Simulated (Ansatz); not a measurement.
CH3AlCl2O, SMILES `C[O][Al]([Cl])[Cl]`, charge 0, multiplicity 1.

Task: Give a relaxed structure at PBE0-D4/def2-TZVP (the Gaussian-basis code of Ansatz). (Best estimate.)

Result: Ansatz gave: 
Z-matrix (Å, degrees):
```
C
O 1 1.402
H 1 1.094 2 109.7
H 1 1.095 2 112.4 3 -120.7
H 1 1.094 2 109.7 3 118.7
Al 2 1.664 1 136.0 3 120.7
Cl 6 2.071 2 119.1 1 180.0
Cl 6 2.080 2 120.8 1 -0.0
```
Point group Cs.
